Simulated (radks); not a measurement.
Problem. All-electron atom: Ag+ in [Kr] 4d10. Method: scalar-relativistic Kohn-Sham, BLYP, spin-polarised, spherical densities, finite nucleus; Fermi nuclear charge, rms radius 4.5454 fm; computed with a radial shooting solver on a logarithmic mesh with Libxc functionals. Some entries of the table are withheld. Estimate them.

orbital,occ.,eigenvalue (eV),<r^2> (bohr^2)
1s,2,(1),(2)
2s,2,-3738.174,0.02146
2p,6,-3354.327,0.01691
3s,2,-691.6866,(3)
3p,6,-565.6236,(4)
3d,10,-366.6789,0.1425
4s,2,-103.2324,(5)
4p,6,-66.7584,1.150
4d,10,-15.5838,(6)

Solution. 
(1) 1s eigenvalue (eV): -25341.72
(2) 1s <r^2> (bohr^2): 0.001308
(3) 3s <r^2> (bohr^2): 0.1555
(4) 3p <r^2> (bohr^2): 0.1570
(5) 4s <r^2> (bohr^2): 0.9428
(6) 4d <r^2> (bohr^2): 2.382
